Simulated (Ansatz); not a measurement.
One geometry of the cluster CuSn₂⁻, several levels of theory.

```yaml
crystal:
  periodic: [false, false, false]
  atoms:
    - {symbol: Cu, position_ang: [-1.287136, -0.600901, -0.308936]}
    - {symbol: Sn, position_ang: [1.253159, -0.580724, -0.671366]}
    - {symbol: Sn, position_ang: [0.033967, 1.181626, 0.980302]}
basis:
  gaussian: {orbitals: def2-TZVPD}
total_charge: -1
magnetization: {spin_polarized: true, initial_magnetization: 2}
hamiltonian: {xc: pbe0, dispersion: d4}
scf: {omitted_lower_state_checks: [starts]}
output: {orbitals: {seedname: orbitals}}
```

The file start.molden holds the orbitals of an earlier run on this structure, at another level or in another basis.

```sh
$ ansatz run in.yaml --threads 4 --pin off --events-out ev --progress --plain --max-ram 3916MiB
```

It prints (some lines left out):

```
Functional definition: PBE0
1524 factors; their error is unknown
mean field evaluation 1: about -56003.0038 eV, gradient 3.2e2 eV
mean field evaluation 2: about -54184.5846 eV, gradient 8.8e2 eV
mean field evaluation 4: about -56181.6913 eV, gradient 2.0e2 eV
mean field evaluation 8: about -56299.1504 eV, gradient 5.0e0 eV
mean field evaluation 16: about -56299.5123 eV, gradient 6.4e-3 eV
mean field evaluation 32: about -56299.5159 eV, gradient 7.4e-1 eV
mean field -56299.52210655 eV, -2068.9692762289 hartree, gradient 6.0e-6 eV, S^2 2.016409; 1 other end points of the search recorded, 0 dependent functions left out
reference -56299.52213179 eV, -2068.9692771564 hartree; 38, 36 occupied and 122, 124 virtual orbitals, 1524 factors
Total energy: -56299.64775093 eV, -2068.9738935749 hartree
Checks for a lower state left out: starts
```

Hardware: 4 threads of Arm Neoverse V2 on a shared host. Wall time 26 s, peak host memory 0.92 GiB.

First input, but with `gaussian: {orbitals: def2-TZVPD, initial_orbitals: start.molden}`, `hamiltonian: {xc: r2scan, dispersion: d4}` (abridged; 26 s):

```
Functional definition: r2SCAN
mean field evaluation 16: about -56310.0647 eV, gradient 2.7e-5 eV
mean field -56310.06466724 eV, -2069.3567081882 hartree, gradient 7.5e-6 eV, S^2 2.016992
Total energy: -56310.08876315 eV, -2069.3575936966 hartree
Checks for a lower state left out: starts
```

First input, but with `gaussian: {orbitals: def2-TZVPD, initial_orbitals: start.molden}`, `hamiltonian: {xc: pbe, dispersion: d4}` (abridged; 10 s):

```
Functional definition: PBE
mean field evaluation 16: about -56299.5603 eV, gradient 6.0e-5 eV
mean field -56299.56025795 eV, -2068.9706782670 hartree, gradient 1.5e-6 eV, S^2 2.007204
Total energy: -56299.70843976 eV, -2068.9761238482 hartree
Checks for a lower state left out: starts
```

Geometry: PBE-D4/def2-TZVP, that of the neutral doublet.

In the def2 sets Sn takes a core potential; there is no spin–orbit coupling. At PBE0-D4/def2-TZVPD, r2SCAN-D4/def2-TZVPD, PBE-D4/def2-TZVPD the highest occupied level of the charge -1 triplet lies above zero (up to 1.07 eV). By energy differences its removal costs 0.99 eV (vertical, to the charge 0 doublet, at PBE-D4/def2-TZVPD); a positive level beside a positive removal energy at the same level points to self-interaction error. At PBE-D4/def2-TZVPD the gap within one spin of the charge -1 triplet nearly closes, so an electron or hole may be smeared out by delocalisation error. At PBE0-D4/def2-TZVPD a singlet of charge -1 lies 0.94 eV below the triplet at the same geometry. The structure comes from a short search, and lower isomers may exist.
